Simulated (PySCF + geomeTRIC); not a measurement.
Species: HSe, SMILES `[SeH]` (charge 0, multiplicity 2).

Give a relaxed geometry from TPSSh-D3(BJ)/def2-TZVP (PySCF + geomeTRIC).

the end point of this relaxation (outside a Z-matrix the atoms follow the SMILES, hydrogens last).
Cartesian coordinates (Å) in one orientation:
```xyz
2

Se     0.736     0.000     0.000
H     -0.736     0.000     0.000
```
